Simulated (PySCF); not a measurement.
# Property card for `[SH][K]` (metal hydrosulfide)

Compound: metal hydrosulfide, HKS.
Atom-mapped SMILES: `[SH:1][K:2]` (hydrogens: H3 on S1)

PBE0-D3(BJ)/def2-TZVP geometry optimisation, gas phase (PySCF):

```yaml
Point_group: Cs
Rotational_constants_A_B_C: 291.754, 3.540, 3.497 GHz
```

B97-2/pcSseg-2 ground state and GIAO shieldings, non-relativistic (PySCF):

```yaml
Dipole_moment: 10.17 D
HOMO_energy: -4.53 eV
LUMO_energy: -1.33 eV
HOMO–LUMO_gap: 3.20 eV
1H_chemical_shifts_computed_TMS_as_zero_by_class: -1.92 (H3) ppm
Isotropic_shieldings_of_nuclei_other_than_C_and_H_by_class: 798 (S1), 1226 (K2) ppm
```

Monoisotopic mass from the formula: 71.9436 u.

The rotational constants make it an asymmetric top with κ = (2B − A − C)/(A − C) = -1.00, nearer the prolate limit (−1). In atomic units the dipole is 4.00 e·bohr (1 au = 2.5417 D). With B = h/(8π²I), that is 505.379 GHz u Å² over I, the principal moments of inertia are 1.73, 142.8 and 144.5 u Å² (most abundant isotopes).

Isolated species at its PBE0-D3(BJ)/def2-TZVP geometry, gas phase.
